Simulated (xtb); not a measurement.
H$_{3}$Cl$_{3}$HfOSi (SMILES [SiH3][O][Hf]([Cl])([Cl])[Cl]), singlet, geometry from GFN2-xTB (such geometries of metal compounds can be far from the true shape), atoms displaced at random by about 0.02 Å a coordinate.

xtb was given this input:
```
$ xtb mol.xyz --gfn 1 --opt --json

# file mol.xyz
9

Hf     0.16629648     0.07965118     0.18614646
Cl     1.67187811     1.13080439     1.47099445
Cl    -0.92718391    -1.30764891     1.53615470
Cl    -1.25044185     1.68579017    -0.55058748
O      0.68198181    -0.86331554    -1.38243268
Si    -0.44882020    -1.43549484    -2.42834478
H     -1.72322499    -1.53322267    -1.70537034
H      0.04476402    -2.77421618    -2.78822197
H     -0.52865822    -0.54256307    -3.51785556
```

### Question
What does this run give for the total energy at the end of the optimisation, HOMO-LUMO gap?

### Answer

```json
{
 "total_energy_at_the_end_of_the_optimisation": "-44.813933 Ry",
 "HOMO-LUMO gap": "3.02 eV"
}
```
